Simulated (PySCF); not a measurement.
## Radial density of Os³³⁺ (osmium, charge +33)

UHF, [Kr] 4d7, high-spin 4F determinant. Computed with PySCF 2.14 in an even-tempered Gaussian basis (18 s from 2.8 bohr⁻², ratio 2.5; 12 p from 3.6 bohr⁻², ratio 2.5; 9 d from 3.6 bohr⁻², ratio 2.5; 4 f from 19 bohr⁻², ratio 2.7; 3 g from 28 bohr⁻², ratio 2.7), with the non-relativistic Hamiltonian (point nucleus).

| r (bohr) | 4πr²ρ (e/bohr) | 4πr²(ρα − ρβ) |
| --- | --- | --- |
| 0.000317 | 0.3797 | 0.0000 |
| 0.000534 | 1.039 | 0.0000 |
| 0.000898 | 2.783 | 0.0000 |
| 0.00151 | 7.173 | -0.0001 |
| 0.00254 | 17.36 | -0.0002 |
| 0.00427 | 37.77 | -0.0004 |
| 0.00719 | 68.93 | -0.0006 |
| 0.0121 | 95.15 | 0.0000 |
| 0.0203 | 93.12 | 0.0115 |
| 0.0342 | 97.79 | 0.1398 |
| 0.0575 | 135.7 | 1.0318 |
| 0.0968 | 111.6 | 3.3465 |
| 0.163 | 122.3 | 1.5585 |
| 0.274 | 51.17 | 3.0602 |
| 0.461 | 46.12 | 8.4741 |
| 0.775 | 2.688 | 0.5178 |
| 1.30 | 0.004813 | 0.0011 |

A non-relativistic calculation at this Z misses sizeable relativistic shifts. Spin-orbit coupling is strong in this species (close to jj coupling), so the high-spin LS determinant is a model state, not a physical level.
